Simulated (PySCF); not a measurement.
Norbornene, SMILES C1=C[C@H]2CC[C@@H]1C2 (C7H10), GFN2-xTB optimised geometry.

```
17

C     -0.66    -1.16     0.00
C      0.66    -1.16     0.00
C      1.11     0.27     0.00
C      0.77     0.82    -1.41
C     -0.77     0.82    -1.41
C     -1.11     0.27     0.00
C      0.00     0.92     0.83
H     -1.33    -2.00    -0.06
H      1.33    -2.00    -0.06
H      2.14     0.46     0.31
H      1.19     0.18    -2.19
H      1.17     1.82    -1.53
H     -1.19     0.18    -2.19
H     -1.17     1.82    -1.53
H     -2.14     0.46     0.31
H      0.00     0.58     1.87
H      0.00     2.00     0.80
```

Density from PySCF with PBE0/def2-SVP at that geometry.

Minimum of the electron density along straight lines between bonded atoms, close to the bond critical point (lines longer than 1.1 times the sum of covalent radii, or with two minima, are not listed):

```json
[
 {"bond": "C1–C2", "length / Å": "1.326", "ρ at the minimum / e bohr⁻³": "___", "∇²ρ there / e bohr⁻⁵": "___", "position (fraction from the first atom)": "0.50"},
 {"bond": "C2–C3", "length / Å": "1.507", "ρ at the minimum / e bohr⁻³": "0.254", "∇²ρ there / e bohr⁻⁵": "-0.58", "position (fraction from the first atom)": "0.50"},
 {"bond": "C3–C4", "length / Å": "1.547", "ρ at the minimum / e bohr⁻³": "0.234", "∇²ρ there / e bohr⁻⁵": "-0.51", "position (fraction from the first atom)": "0.50"},
 {"bond": "C4–C5", "length / Å": "1.540", "ρ at the minimum / e bohr⁻³": "0.239", "∇²ρ there / e bohr⁻⁵": "-0.53", "position (fraction from the first atom)": "0.50"},
 {"bond": "C1–C6", "length / Å": "1.507", "ρ at the minimum / e bohr⁻³": "0.254", "∇²ρ there / e bohr⁻⁵": "-0.58", "position (fraction from the first atom)": "0.50"},
 {"bond": "C5–C6", "length / Å": "1.547", "ρ at the minimum / e bohr⁻³": "0.234", "∇²ρ there / e bohr⁻⁵": "-0.51", "position (fraction from the first atom)": "0.50"},
 {"bond": "C3–C7", "length / Å": "1.532", "ρ at the minimum / e bohr⁻³": "0.243", "∇²ρ there / e bohr⁻⁵": "-0.54", "position (fraction from the first atom)": "0.50"},
 {"bond": "C6–C7", "length / Å": "1.532", "ρ at the minimum / e bohr⁻³": "0.243", "∇²ρ there / e bohr⁻⁵": "-0.54", "position (fraction from the first atom)": "0.50"},
 {"bond": "C1–H8", "length / Å": "1.075", "ρ at the minimum / e bohr⁻³": "0.283", "∇²ρ there / e bohr⁻⁵": "-1.08", "position (fraction from the first atom)": "0.63"},
 {"bond": "C2–H9", "length / Å": "1.075", "ρ at the minimum / e bohr⁻³": "0.283", "∇²ρ there / e bohr⁻⁵": "-1.08", "position (fraction from the first atom)": "0.63"},
 {"bond": "C3–H10", "length / Å": "1.087", "ρ at the minimum / e bohr⁻³": "0.279", "∇²ρ there / e bohr⁻⁵": "-1.02", "position (fraction from the first atom)": "0.62"},
 {"bond": "C4–H11", "length / Å": "1.089", "ρ at the minimum / e bohr⁻³": "0.278", "∇²ρ there / e bohr⁻⁵": "-1.01", "position (fraction from the first atom)": "0.62"},
 {"bond": "C4–H12", "length / Å": "1.090", "ρ at the minimum / e bohr⁻³": "0.277", "∇²ρ there / e bohr⁻⁵": "-1.00", "position (fraction from the first atom)": "0.62"},
 {"bond": "C5–H13", "length / Å": "1.089", "ρ at the minimum / e bohr⁻³": "0.278", "∇²ρ there / e bohr⁻⁵": "-1.01", "position (fraction from the first atom)": "0.62"},
 {"bond": "C5–H14", "length / Å": "1.090", "ρ at the minimum / e bohr⁻³": "0.277", "∇²ρ there / e bohr⁻⁵": "-1.00", "position (fraction from the first atom)": "0.62"},
 {"bond": "C6–H15", "length / Å": "1.087", "ρ at the minimum / e bohr⁻³": "0.279", "∇²ρ there / e bohr⁻⁵": "-1.02", "position (fraction from the first atom)": "0.62"},
 {"bond": "C7–H16", "length / Å": "1.089", "ρ at the minimum / e bohr⁻³": "0.278", "∇²ρ there / e bohr⁻⁵": "-1.02", "position (fraction from the first atom)": "0.63"},
 {"bond": "C7–H17", "length / Å": "1.089", "ρ at the minimum / e bohr⁻³": "0.277", "∇²ρ there / e bohr⁻⁵": "-1.01", "position (fraction from the first atom)": "0.62"}
]
```

### Question
Complete the blanks.

### Answer

- C1–C2, ρ at the minimum / e bohr⁻³: 0.344
- C1–C2, ∇²ρ there / e bohr⁻⁵: -0.90
